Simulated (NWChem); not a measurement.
Everything below was run with NWChem. System: CH4OSn, charge 0, spin multiplicity 1, displaced from the optimised geometry. The structure started from a generated list of species. Level: PBE0/def2-SVP with def2 effective core potentials on Sn.

Input file:

```
start mol
memory heap 200 mb stack 800 mb global 1000 mb
geometry units angstroms nocenter noautoz noautosym
  Sn    -0.272679    -0.356237     0.498478
  H     -1.607998    -0.348246    -0.800982
  O      1.024365     0.765572    -0.654000
  C      0.798537     1.284512    -1.972169
  H      0.888699     2.418741    -1.970048
  H      1.590403     0.894146    -2.689862
  H     -0.223295     1.015571    -2.397994
end
basis spherical
  * library def2-svp
end
ecp
  Sn library def2-ecp
end
dft
  xc pbe0
  semidirect memsize 60000000 filesize 0
  iterations 100
  cgmin
end
task dft gradient
```

Part of the output:

```
             Northwest Computational Chemistry Package (NWChem) 7.3.0
             --------------------------------------------------------

                                NWChem Input Module
                                -------------------

 Scaling coordinates for geometry "geometry" by  1.889725989
 (inverse scale =  0.529177249)

                             Geometry "geometry" -> ""
                             -------------------------

 Output coordinates in angstroms (scale by  1.889725989 to convert to a.u.)

  No.       Tag          Charge          X              Y              Z
 ---- ---------------- ---------- -------------- -------------- --------------
    1 Sn                  50.0000    -0.27267900    -0.35623700     0.49847800
    2 H                    1.0000    -1.60799800    -0.34824600    -0.80098200
    3 O                    8.0000     1.02436500     0.76557200    -0.65400000
    4 C                    6.0000     0.79853700     1.28451200    -1.97216900
    5 H                    1.0000     0.88869900     2.41874100    -1.97004800
    6 H                    1.0000     1.59040300     0.89414600    -2.68986200
    7 H                    1.0000    -0.22329500     1.01557100    -2.39799400

 Effective nuclear repulsion energy (a.u.)     224.7043256854

            Nuclear Dipole moment (a.u.)
            ----------------------------
        X                 Y               Z
 ---------------- ---------------- ----------------
     0.0000018897     0.0000188973     0.0000000000


 Summary of "ao basis" -> "" (spherical)
 ------------------------------------------------------------------------------
       Tag                 Description            Shells   Functions and Types
 ---------------- ------------------------------  ------  ---------------------
 *                          def2-svp                  on all atoms

                                 NWChem DFT Module
                                 -----------------

 Summary of "ao basis" -> "ao basis" (spherical)
 ------------------------------------------------------------------------------
[...]
          Charge           :     0
          Spin multiplicity:     1
          Use of symmetry is: off; symmetry adaption is: off
          Maximum number of iterations: 100
          AO basis - number of functions:    74
                     number of shells:    34
          Convergence on energy requested:  1.00D-06
          Convergence on density requested:  1.00D-05
          Convergence on gradient requested:  5.00D-04

              XC Information
              --------------
                         PBE0 Method XC Functional
                     Hartree-Fock (Exact) Exchange  0.250
          PerdewBurkeErnzerhof Exchange Functional  0.750
            Perdew 1991 LDA Correlation Functional  1.000 local
           PerdewBurkeErnz. Correlation Functional  1.000 non-local

             Grid Information
             ----------------
          Grid used for XC integration:  medium
          Radial quadrature: Mura-Knowles
          Angular quadrature: Lebedev.
          Tag              B.-S. Rad. Rad. Pts. Rad. Cut. Ang. Pts.
          ---              ---------- --------- --------- ---------
          Sn                  1.45      123          11.0       590
          H                   0.35       45          12.0       434
          O                   0.60       49           8.0       434
          C                   0.70       49          11.0       434
          Grid pruning is: on
          Number of quadrature shells:   401
          Spatial weights used:  Erf1

          Convergence Information
          -----------------------
          Convergence aids based upon iterative change in
          total energy or number of iterations.
          Levelshifting, if invoked, occurs when the
          HOMO/LUMO gap drops below (HL_TOL):  1.00D-02
          DIIS, if invoked, will attempt to extrapolate
          using up to (NFOCK): 10 stored Fock matrices.

                    Damping( 0%)  Levelshifting(0.5)       DIIS
                  --------------- ------------------- ---------------
          dE  on:    start            ASAP                start
          dE off:    2 iters        100 iters           100 iters

      Screening Tolerance Information
      -------------------------------
          Density screening/tol_rho:  1.00D-10
          AO Gaussian exp screening on grid/accAOfunc:  14
          CD Gaussian exp screening on grid/accCDfunc:  20
          XC Gaussian exp screening on grid/accXCfunc:  20
          Schwarz screening/accCoul:  1.00D-08

                            NWChem DFT Gradient Module
                            --------------------------

  charge          =   0.00
  wavefunction    = closed shell

                         DFT ENERGY GRADIENTS

    atom               coordinates                        gradient
                 x          y          z           x          y          z
   1 Sn     -0.515289  -0.673190   0.941987   -0.006531  -0.013026   0.021609
   2 H      -3.038676  -0.658090  -1.513637   -0.007597   0.000119  -0.007551
   3 O       1.935769   1.446721  -1.235881    0.017921   0.001355   0.014100
   4 C       1.509016   2.427376  -3.726859   -0.001739   0.002158  -0.006285
   5 H       1.679398   4.570758  -3.722851    0.001712   0.019049  -0.001016
   6 H       3.005426   1.689691  -5.083102    0.013136  -0.005719  -0.012725
   7 H      -0.421966   1.919151  -4.531552   -0.016902  -0.003937  -0.008131

                 ----------------------------------------
                 |  Time  |  1-e(secs)   |  2-e(secs)   |
                 ----------------------------------------
                 |  CPU   |       0.04   |       4.67   |
                 ----------------------------------------
                 |  WALL  |       0.04   |       4.67   |
                 ----------------------------------------

 Task  times  cpu:       21.5s     wall:       21.5s

 Total times  cpu:       21.6s     wall:       21.6s
```
